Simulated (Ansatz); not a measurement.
Consider the redistribution: `[OH][SnH]([OH])[Br]` + `C[SiH]1NP1` → `[CH3][SnH]([OH])[Br]` + `O[SiH]1NP1`.

Computed with Ansatz on PBE0-D4/def2-TZVP structures; ΔE is electronic, products minus reactants. CCSD(T)/CBS adds triple-zeta CCSD(T) − MP2 to the extrapolated MP2 energy (def2 sets, frozen cores). DFT in def2-TZVPP. B3LYP here is the variant with VWN-RPA as its local correlation; programs differ in this. HSE06 is defined as in plane-wave codes. def2 core potentials past Kr. For Br, Sn outer-core shells are correlated without core-valence functions, which leaves a few kJ/mol of doubt a bond. Scalar relativity is left out up to krypton. One conformer a species, not always the lowest.

`[OH][SnH]([OH])[Br]`:

```xyz
7

O     0.170   -1.087   -1.266
Sn    0.463    0.161    0.202
O    -0.715   -0.369    1.652
Br   -0.227    2.368   -0.679
H    -0.130   -0.648   -2.066
H     2.044    0.158    0.798
H    -1.604   -0.584    1.359
```

`C[SiH]1NP1`:

Z-matrix (Å, degrees):
```
C
Si 1 1.855
H 1 1.093 2 110.4
H 1 1.091 2 110.0 3 119.9
H 1 1.093 2 110.7 3 -119.7
N 2 1.721 1 116.7 3 -82.9
P 2 2.182 1 126.4 3 -145.2
H 2 1.484 1 113.1 3 59.1
H 6 1.007 2 129.8 1 128.5
H 7 1.429 2 98.1 1 5.6
```

`[CH3][SnH]([OH])[Br]`:

Cartesian coordinates in Å:
```
C 0.059 -1.427 -0.394
Sn -0.382 0.522 0.300
O 1.360 1.311 0.722
Br -1.342 1.870 -1.561
H -0.857 -1.927 -0.706
H 0.738 -1.341 -1.241
H 0.537 -1.995 0.404
H -1.446 0.726 1.619
H 1.333 2.261 0.857
```

`O[SiH]1NP1`:

Z-matrix (Å, degrees):
```
Si
N 1 1.686
P 1 2.190 2 53.0
O 1 1.632 2 120.1 3 -115.6
H 1 1.474 2 121.1 3 109.4
H 2 1.005 1 141.7 3 -134.8
H 3 1.440 1 93.2 2 102.2
H 4 0.960 1 117.1 2 37.0
```

| level | ΔE (kJ/mol) | difference from CCSD(T)/CBS |
| --- | --- | --- |
| LDA (SPW92) | -66.4 | 1.6 |
| PBE-D4 | -58.4 | 9.6 |
| revPBE-D4 | -55.5 | 12.5 |
| r2SCAN-D4 | -63.2 | 4.8 |
| B97M-V | -60.9 | 7.1 |
| PBE0-D4 | -64.9 | 3.1 |
| B3LYP-D4 | -67.1 | 0.9 |
| r2SCANh-D4 | -65.7 | 2.3 |
| r2SCAN0-D4 | -69.0 | -1.0 |
| HSE06-D4 | -64.9 | 3.1 |
| BHLYP-D4 | -73.3 | -5.3 |
| CAM-B3LYP-D4 | -69.6 | -1.6 |
| ωB97X-V | -65.2 | 2.8 |
| ωB97M-V | -68.3 | -0.3 |
| B2PLYP | -68.2 | -0.2 |
| PBE | -58.9 | 9.1 |
| revPBE | -57.2 | 10.8 |
| BLYP | -62.3 | 5.7 |
| r2SCAN | -63.4 | 4.6 |
| PBE0 | -65.3 | 2.7 |
| r2SCANh | -65.8 | 2.2 |
| HSE06 | -65.3 | 2.7 |
| BHLYP | -73.5 | -5.5 |
| CAM-B3LYP | -69.9 | -1.9 |
| LC-ωPBE | -65.1 | 2.9 |
| RPA@PBE/def2-TZVPP | -67.4 | 0.6 |
| HF/def2-SVP | -73.7 | -5.7 |
| CCSD/def2-SVP | -60.9 | 7.1 |
| CCSD(T)/def2-SVP | -58.8 | 9.2 |
| HF/def2-TZVPP | -76.9 | -8.9 |
| MP2/def2-TZVPP | -72.3 | -4.3 |
| SCS-MP2/def2-TZVPP | -71.2 | -3.2 |
| CCSD/def2-TZVPP | -72.5 | -4.5 |
| CCSD(T)/def2-TZVPP | -69.8 | -1.8 |
| HF/def2-QZVPP | -76.4 | -8.4 |
| MP2/def2-QZVPP | -71.0 | -3.0 |
| SCS-MP2/def2-QZVPP | -70.0 | -2.0 |
| HF/CBS(def2) | -76.3 | -8.3 |
| MP2/CBS(def2) | -70.4 | -2.4 |
| CCSD/CBS(def2) | -70.7 | -2.7 |
| CCSD(T)/CBS | -68.0 | 0 |

Largest T1 diagnostic among the species: 0.014.

From r2SCAN to r2SCAN0 (25 % exact exchange), in def2-TZVPP and without D4, ΔE moves by −5.8 kJ/mol. Leaving LDA and LC-ωPBE aside and taking each functional with its dispersion term where it has one, the values spread over 17.8 kJ/mol, from BHLYP-D4 to revPBE-D4. LDA lies −7.5 kJ/mol from PBE without D4.
